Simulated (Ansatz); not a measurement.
Consider the redistribution: `N[Si]1([SiH3])CC1` + `OB(F)F` → `O[Si]1([SiH3])CC1` + `NB(F)F`.

Gas-phase electronic energies from Ansatz, PBE0-D4/def2-TZVP geometries. CCSD(T)/CBS is the MP2 limit (def2-TZVPP, def2-QZVPP) plus CCSD(T) − MP2 in def2-TZVPP, frozen cores. This one scheme is used for every species. DFT in def2-TZVPP. B3LYP here is the variant with VWN-RPA as its local correlation; programs differ in this. Each species was taken in one conformer, which may not be the lowest.

`N[Si]1([SiH3])CC1`:

Cartesian coordinates in Å:
```
N 1.597 -0.574 -1.163
Si 0.280 -0.076 -0.186
Si -0.514 2.059 -0.613
C -0.904 -1.373 0.381
C -0.024 -0.775 1.505
H 2.512 -0.166 -1.066
H 1.642 -1.512 -1.524
H 0.557 3.078 -0.425
H -1.615 2.354 0.344
H -1.033 2.192 -2.001
H -0.704 -2.410 0.127
H -1.967 -1.162 0.432
H 0.714 -1.447 1.931
H -0.540 -0.188 2.259
```

`OB(F)F`:

```xyz
5

O     0.059   -1.015   -0.020
B    -0.194    0.296    0.148
F    -1.184    0.670    0.933
F     0.522    1.238   -0.453
H     0.797   -1.189   -0.608
```

`O[Si]1([SiH3])CC1`:

```xyz
13

O     1.580   -1.300   -0.703
Si    0.384   -0.303   -0.161
Si    1.274    1.370    1.170
C    -1.146   -0.013   -1.144
C    -1.330   -0.917    0.114
H     1.332   -2.035   -1.266
H     0.139    2.222    1.619
H     2.240    2.210    0.414
H     1.959    0.807    2.363
H    -1.270   -0.517   -2.100
H    -1.649    0.949   -1.127
H    -1.564   -1.958   -0.093
H    -1.947   -0.515    0.912
```

`NB(F)F`:

```xyz
6

N     0.107   -0.274    0.686
B    -0.093    0.237   -0.593
F    -1.256    0.089   -1.220
F     0.872    0.891   -1.233
H     0.978   -0.172    1.175
H    -0.608   -0.770    1.185
```

```json
{"level": "PBE-D4", "ΔE (kJ/mol)": "-22.5", "difference from CCSD(T)/CBS": "1.0"}
{"level": "r2SCAN-D4", "ΔE (kJ/mol)": "-24.1", "difference from CCSD(T)/CBS": "-0.6"}
{"level": "PBE0-D4", "ΔE (kJ/mol)": "-22.6", "difference from CCSD(T)/CBS": "0.9"}
{"level": "B3LYP-D4", "ΔE (kJ/mol)": "-25.5", "difference from CCSD(T)/CBS": "-2.0"}
{"level": "ωB97M-V", "ΔE (kJ/mol)": "-24.5", "difference from CCSD(T)/CBS": "-1.0"}
{"level": "B2PLYP", "ΔE (kJ/mol)": "-26.0", "difference from CCSD(T)/CBS": "-2.5"}
{"level": "PBE", "ΔE (kJ/mol)": "-24.0", "difference from CCSD(T)/CBS": "-0.5"}
{"level": "PBE0", "ΔE (kJ/mol)": "-23.9", "difference from CCSD(T)/CBS": "-0.4"}
{"level": "B3LYP", "ΔE (kJ/mol)": "-27.7", "difference from CCSD(T)/CBS": "-4.2"}
{"level": "MP2/def2-TZVPP", "ΔE (kJ/mol)": "-22.3", "difference from CCSD(T)/CBS": "1.2"}
{"level": "SCS-MP2/def2-TZVPP", "ΔE (kJ/mol)": "-23.9", "difference from CCSD(T)/CBS": "-0.4"}
{"level": "CCSD(T)/def2-TZVPP", "ΔE (kJ/mol)": "-22.5", "difference from CCSD(T)/CBS": "1.0"}
{"level": "HF/def2-QZVPP", "ΔE (kJ/mol)": "-27.9", "difference from CCSD(T)/CBS": "-4.4"}
{"level": "SCS-MP2/def2-QZVPP", "ΔE (kJ/mol)": "-24.4", "difference from CCSD(T)/CBS": "-0.9"}
{"level": "HF/CBS(def2)", "ΔE (kJ/mol)": "-27.9", "difference from CCSD(T)/CBS": "-4.4"}
{"level": "MP2/CBS(def2)", "ΔE (kJ/mol)": "-23.3", "difference from CCSD(T)/CBS": "0.2"}
{"level": "CCSD(T)/CBS", "ΔE (kJ/mol)": "-23.5", "difference from CCSD(T)/CBS": "0"}
```

Largest T1 diagnostic among the species: 0.012.

In def2-TZVPP, CCSD(T) changes the Hartree–Fock value by +5.5 kJ/mol (the triples alone add +1.2 kJ/mol) and MP2 by +5.7 kJ/mol.

CCSD(T)/CBS has its own doubt, a few kJ/mol and more with outer-core shells, so smaller differences from it don't rank the levels.
